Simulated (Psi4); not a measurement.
Psi4 input (wB97X-D/6-311+G**):

```
memory 1500 MB

molecule {
-1 1
Si    0.41461912   -0.24657735    0.36204208
F    -0.92783069   -0.92691346   -0.41534054
F     0.32284718    1.29476318   -0.33452072
H    -0.35981604    0.14143532    1.68016218
symmetry c1
no_reorient
no_com
}

set {
  basis 6-311+G**
  reference rks
  scf_type pk
  dft_radial_points 99
  dft_spherical_points 590
  e_convergence 1e-8
  d_convergence 1e-7
  maxiter 150
}

e = energy('wb97x-d')
print_out(f'\nFINAL {e:.10f} DIPOLE {variable("CURRENT DIPOLE")[0]:.6f} {variable("CURRENT DIPOLE")[1]:.6f} {variable("CURRENT DIPOLE")[2]:.6f}\n')
```

Q: Predict the final energy.

A: -489.91546 Eh.
